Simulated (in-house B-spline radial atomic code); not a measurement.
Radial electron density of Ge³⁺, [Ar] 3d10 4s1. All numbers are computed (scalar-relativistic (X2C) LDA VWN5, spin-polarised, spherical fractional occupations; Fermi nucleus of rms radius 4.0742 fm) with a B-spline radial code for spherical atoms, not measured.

One-electron X2C: radii and densities carry no picture-change correction, so inner-shell <1/r> comes out high (for 1s by about 2 % at Z = 33, 5 % at 54, 10 % at 75, 30 % at 118) and <r> low.

Columns: r (bohr), 4πr²n(r) (electrons per bohr), bar.

```
 0.00167    1.032 #
 0.00203    1.445 #
 0.00247    2.019 ##
 0.00301    2.812 ###
 0.00367    3.893 ####
 0.00446    5.318 #####
 0.00543    7.211 #######
 0.00661    9.656 #########
 0.00805    12.74 ############
 0.00979    16.47 ################
  0.0119    20.81 ####################
  0.0145    25.64 #########################
  0.0177    30.58 #############################
  0.0215     34.9 ##################################
  0.0262    38.08 #####################################
  0.0319    39.35 ######################################
  0.0388    38.45 #####################################
  0.0472    35.85 ###################################
  0.0574    32.92 ################################
  0.0699    31.61 ##############################
  0.0851    33.52 ################################
   0.104    38.57 #####################################
   0.126    43.79 ##########################################
   0.153    45.62 ############################################
   0.187    41.35 ########################################
   0.227    32.88 ################################
   0.277     25.1 ########################
   0.337    22.94 ######################
    0.41    25.79 #########################
   0.499    28.58 ############################
   0.608     26.8 ##########################
    0.74    20.48 ####################
     0.9    12.92 ############
     1.1    6.881 #######
    1.33    3.529 ###
    1.62    1.787 ##
    1.98   0.9014 #
    2.41   0.4084 
    2.93   0.1418 
    3.56  0.03348 
    4.34 0.004651 
    5.28 0.000359 
    6.43 1.313e-05
```

On this grid the curve has 3 maxima, near 0.0319, 0.153, 0.499 bohr.

The 3d up radial function P(r) = rR(r), positive near the nucleus:

| r (bohr) | P |
| --- | --- |
| 0.0145 | 0.001228 |
| 0.0215 | 0.003657 |
| 0.0319 | 0.0106 |
| 0.0472 | 0.0292 |
| 0.0699 | 0.07574 |
| 0.104 | 0.1817 |
| 0.153 | 0.3782 |
| 0.227 | 0.6832 |
| 0.337 | 1.007 |
| 0.499 | 1.155 |
| 0.74 | 1.008 |
| 1.1 | 0.6574 |
| 1.62 | 0.3089 |
| 2.41 | 0.08576 |
| 3.56 | 0.01114 |
